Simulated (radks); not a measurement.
Question: Species: Se+. Configuration: [Ar] 3d9.5 4p5.5 (fractional occupations, a model configuration). Method: scalar-relativistic Kohn-Sham, r2SCAN, spin-polarised, spherical densities, finite nucleus; open shells are filled with parallel spins first; meta-GGA in the generalised Kohn-Sham scheme; Fermi nuclear charge, rms radius 4.14 fm; computed with a radial shooting solver on a logarithmic mesh with Libxc functionals. Some entries of the table are withheld. Estimate them.

| orbital | occ. | eigenvalue (Ry) | r(max) (bohr) | <r^2> (bohr^2) |
|---|---|---|---|---|
| 1s up | 1 | -923.1342 | 0.02880 | 0.002618 |
| 1s down | 1 | -923.1302 | 0.02880 | 0.002618 |
| 2s up | 1 | -120.7385 | 0.1643 | 0.04520 |
| 2s down | 1 | -120.6898 | 0.1643 | 0.04517 |
| 2p up | 3 | -106.2318 | 0.1318 | 0.03586 |
| 2p down | 3 | -106.1932 | 0.1318 | 0.03584 |
| 3s up | 1 | -17.63626 | 0.5006 | 0.3738 |
| 3s down | 1 | -17.56148 | 0.5007 | 0.3742 |
| 3p up | 3 | -13.03481 | 0.4988 | 0.4001 |
| 3p down | 3 | -12.95876 | 0.4991 | 0.4007 |
| 3d up | 5 | (1) | 0.4513 | 0.4700 |
| 3d down | 4.5 | (2) | 0.4519 | 0.4718 |
| 4p up | 3 | -1.34039 | 1.680 | 4.604 |
| 4p down | 2.5 | -1.29152 | 1.689 | 4.705 |

Answer: 
(1) 3d up eigenvalue (Ry): -5.47284
(2) 3d down eigenvalue (Ry): -5.39238
